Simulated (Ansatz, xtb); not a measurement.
System: C$_{5}$H$_{5}$S (charge 0, doublet). It need not be the lowest isomer of its formula. 
Structure (B3LYP-D3(BJ)/def2-TZVP (Ansatz, a quantum-chemistry and plane-wave program) minimum search):
```
C
C 1 1.3446
C 2 1.4108 1 118.96
C 3 1.3659 2 109.57 1 0.00
H 4 1.0783 3 128.11 2 180.00
H 3 1.0790 4 124.71 5 0.00
C 1 1.4927 2 131.43 3 -180.00
H 7 1.0891 1 109.47 2 0.00
H 7 1.0919 8 108.17 1 -121.78
H 7 1.0919 8 108.17 9 -116.44
S 4 1.7252 5 119.93 3 180.00
```
Charge 0, spin multiplicity 2.

Harmonic wavenumbers from GFN2-xTB (xtb, at its own minimum), cm⁻¹: 64, 210, 279, 406, 492, 505, 589, 702, 711, 812, 829, 960, 1035, 1062, 1078, 1144, 1311, 1398, 1450, 1462, 1471, 1637, 3000, 3015, 3044, 3139, 3151.

Task: Give the harmonic wavenumbers at B3LYP-D3(BJ)/def2-TZVP (Ansatz, finite differences of forces, unscaled).

Result: 78, 213, 294, 473, 544, 556, 642, 679, 734, 846, 875, 969, 1059, 1097, 1125, 1163, 1354, 1417, 1451, 1482, 1488, 1584, 3035, 3083, 3119, 3222, 3242 cm⁻¹. Zero-point energy 51.2 kcal/mol.

Task: From these and the geometry, give the ideal-gas thermochemistry at 298.15 K and 1 atm (rigid rotor, harmonic oscillator).

Result: Point group Cs, rotational symmetry number 1. Rotational constants 5.721, 3.066, 2.021 GHz. S(trans) 39.63, S(rot) 26.61, S(vib) 10.97, S(elec, spin only) 1.38, S 78.6 cal/(mol K). H(298) - H(0) 4.27 kcal/mol; G - E(el) 32.1 kcal/mol.
